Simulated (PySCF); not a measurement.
Compound: C6H9NO (charge +1 and doublet state).
Atom-mapped SMILES: `[CH3:1][C+:2]=[C:3][C@H:4]([CH3:5])[NH:6][CH:7]=[O:8]` (hydrogens: H9, H10, H11 on C1; H12 on C4; H13, H14, H15 on C5; H16 on N6; H17 on C7)

Structure used (GFN2-xTB), in Å, numbered top down from 1:
```
atom  x, y, z in Å
C1     3.1851    0.4497    1.0802
C2     1.8429    0.2030    0.7042
C3     0.6840   -0.0113    0.3938
C4    -0.6710   -0.2823    0.0585
C5    -0.9004   -1.6322   -0.6147
N6    -1.3150    0.8349   -0.6332
C7    -2.4753    1.2148   -0.1033
O8    -2.8725    0.7387    0.9400
H9     3.4245    1.5108    1.0121
H10    3.8678   -0.1384    0.4604
H11    3.3408    0.1164    2.1123
H12   -1.2981   -0.2945    1.0085
H13   -0.4408   -1.6306   -1.6034
H14   -0.4493   -2.4292   -0.0296
H15   -1.9641   -1.8295   -0.7211
H16   -0.9243    1.2140   -1.4834
H17   -3.0414    1.9775   -0.6562
```

The hyperfine couplings belong to this conformer and change with its torsions.

Method: UKS B3LYP, pcH-1 on C H N O, non-relativistic, mean-field spin-orbit, GIAO in PySCF. One conformer (not necessarily the lowest) at the GFN2-xTB geometry, without solvent, vibrations or thermal averaging. The geometry wasn't refined by DFT: couplings that depend on bond lengths, twists or pyramidal angles can differ widely from those at the functional's own minimum, by a factor of two or more for some ions and for spin on atoms past the first row. Stability of the SCF solution: not tested.

**Question.** Break the g tensor into its mass correction, gauge correction and orbital-Zeeman/spin–orbit terms.

**Answer.** 
```
                    Δg (ppt)      1      2      3
relativistic mass correction  -0.22  -0.22  -0.22
            gauge correction   0.02   0.03   0.02
   orbital Zeeman/spin–orbit   1.06   4.62   7.27
                       total   0.86   4.43   7.07
```

So g = 2.00318, 2.00675, 2.00939 and g_iso = 2.00644; the tensor is rhombic: the two nearest values differ by 42 % of g3 − g1. Axes: g2 points within 3° of the C7–O8 bond and g3 points within 12° of the C1–C2 bond.

**Question.** What are the electron Larmor frequencies g μB B/h along the three axes at 340 mT?

**Answer.** 9.5326, 9.5496, 9.5621 GHz for g1, g2 and g3, a range of 29.5 MHz.

**Question.** At 9.756 GHz, how far is the centre of the isotropic spectrum from where a free electron (g = 2.002319) resonates?

**Answer.** B = hν/(g μB) with μB/h = 13.99624 MHz/mT gives 348.12 mT for the free electron and 347.40 mT at g_iso, 0.72 mT lower.

**Question.** In a frozen sample, at which fields do the three g values resonate at 9.5, 34, 94 and 263 GHz (hyperfine left aside), and which band first spreads them over more than twice a line width of 0.3 mT?

**Answer.** 
| band | GHz | B(g3) mT | B(g2) mT | B(g1) mT | spread mT |
| --- | --- | --- | --- | --- | --- |
| X | 9.5 | 337.79 | 338.23 | 338.84 | 1.05 |
| Q | 34.0 | 1208.93 | 1210.52 | 1212.68 | 3.75 |
| W | 94.0 | 3342.35 | 3346.75 | 3352.71 | 10.36 |
| J | 263.0 | 9351.47 | 9363.77 | 9380.46 | 28.99 |

The spread grows in proportion to the frequency. X band is the first where it exceeds 0.6 mT.

The largest Mulliken spin populations are on O8 (+0.35), C2 (+0.29), C3 (+0.15) and N6 (+0.07).

The HOMO–LUMO gaps are 7.63 eV among the α and 1.86 eV among the β orbitals.

The SMILES draws the unpaired electron on C3; the largest computed Mulliken spin population is on O8 (0.35 against 0.15).
